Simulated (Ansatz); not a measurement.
BrClH₂S₂Si (`S[Si](S)(Cl)Br`). Charge 0, multiplicity 1. The geometry is a stationary point of PBE0-D4/def2-TZVP. It is one conformer, not always the lowest.

```xyz
7

S     0.340    0.397    1.977
Si   -0.024   -0.104   -0.042
S     0.619    1.590   -1.126
Cl    0.992   -1.814   -0.521
Br   -2.154   -0.519   -0.486
H     0.419   -0.887    2.366
H    -0.191    1.335   -2.168
```

Q: What is the dipole moment at PBE/def2-TZVPP? (An estimate is asked.)

A: The calculation gave: 0.17 D, with components (-0.07, -0.15, -0.04) D in this frame, pointing from negative to positive charge.

Q: And with r2SCAN, B3LYP, ωB97M-V? (An estimate is asked.)

A: The calculation gave: r2SCAN 0.20 D, B3LYP 0.14 D, ωB97M-V 0.14 D.

Q: Give the Mulliken charges with PBE, B3LYP, ωB97M-V in def2-TZVPP. (An estimate is asked.)

A: The calculation gave: 
| atom | PBE | B3LYP | ωB97M-V |
| --- | --- | --- | --- |
| S1 | -0.20 | -0.21 | -0.19 |
| Si2 | 0.48 | 0.57 | 0.44 |
| S3 | -0.20 | -0.21 | -0.19 |
| Cl4 | -0.17 | -0.20 | -0.16 |
| Br5 | -0.16 | -0.18 | -0.16 |
| H6 | 0.13 | 0.12 | 0.13 |
| H7 | 0.13 | 0.12 | 0.13 |

B3LYP here is the variant with VWN-RPA as its local correlation; programs differ in this.

Computed with Ansatz.
